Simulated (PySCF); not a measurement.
AlBr2, SMILES [Br][Al][Br], multiplicity 2.

Geometry: B3LYP-D3(BJ)/def2-TZVP. The spin state was assumed, not searched. The isomer is the one that the SMILES or the coordinates give; other isomers of the formula were not compared.

Computed with IEF-PCM-B3LYP/def2-SVP run with PySCF.

The values are the electrostatic part of the solvation free energy, E(continuum) − E(gas) at the gas-phase geometry, in a cavity of scaled van der Waals radii (PySCF's table); cavitation and dispersion terms are not included. A continuum can't describe solvent molecules that bind to the metal. The dipole moment in vacuum is 1.40 D.

Task: Estimate the values in water (ε = 78.36), benzene (ε = 2.27), diethylether (ε = 4.24). (Estimate from the structure and the level; the computed values follow.)

Result: 
```csv
solvent,ε,ΔG(elec) (kcal/mol),dipole (D)
water,78.36,-4.5,2.23
benzene,2.27,-1.9,1.75
diethylether,4.24,-3.0,1.94
```
